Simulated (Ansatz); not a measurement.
C2H6AuClS, charge -1, doublet, at the geometry of the source list (the multiplicity is a formal guess) (core potentials on Au) (a gas-phase anion, which may not be bound at this level). Base run: PBE0/def2-SV(P) (Ansatz, a program for electronic structure).

Input for Ansatz:
Ansatz 0.2 input:
```yaml
crystal:
  periodic: [false, false, false]
  atoms:
    - {symbol: Au, position_ang: [1.61860000, -1.58070000, 0.01030000]}
    - {symbol: Cl, position_ang: [3.69980000, -2.33190000, 0.39400000]}
    - {symbol: C, position_ang: [-0.21670000, 0.79500000, -1.33070000]}
    - {symbol: S, position_ang: [-0.54120000, -0.71430000, -0.36290000]}
    - {symbol: C, position_ang: [-0.95800000, 0.05260000, 1.23660000]}
    - {symbol: H, position_ang: [0.54380000, 1.39440000, -0.84120000]}
    - {symbol: H, position_ang: [-1.14600000, 1.34890000, -1.42720000]}
    - {symbol: H, position_ang: [0.13020000, 0.47760000, -2.30840000]}
    - {symbol: H, position_ang: [-0.14980000, 0.69980000, 1.56060000]}
    - {symbol: H, position_ang: [-1.09920000, -0.75350000, 1.94880000]}
    - {symbol: H, position_ang: [-1.88160000, 0.61220000, 1.12010000]}
basis:
  gaussian:
    orbitals: def2-SV_P_.json
hamiltonian:
  xc: pbe0
total_charge: -1
magnetization: {spin_polarized: true, initial_magnetization: 1}
```
The basis file holds def2-SV(P) in the JSON format of the Basis Set Exchange.

Each row names what was changed in the base input (with any setting that the change needs).

```tsv
change	basis functions	E (Eh)
base	101	-1073.22978
basis = ANO-RCC-VDZP; relativity = spin-free X2C; nucleus = Gaussian	153	-19954.22589
basis = ANO-RCC-VDZP; relativity = none	153	-16289.13679
basis = ANO-RCC-VDZP; relativity = spin-free X2C	153	-19958.00583
```

Totals shift with the method and basis; they matter in differences.

Ansatz warned in this series: the basis is contracted for relativity, which the run leaves out.

A gas-phase anion may not be bound at this level; its values then depend on the basis.

Basis sets contracted for a relativistic Hamiltonian are a mismatch without it, so the rows without relativity aren't non-relativistic limits. No row has spin-orbit coupling; sets with core potentials leave out the core electrons.
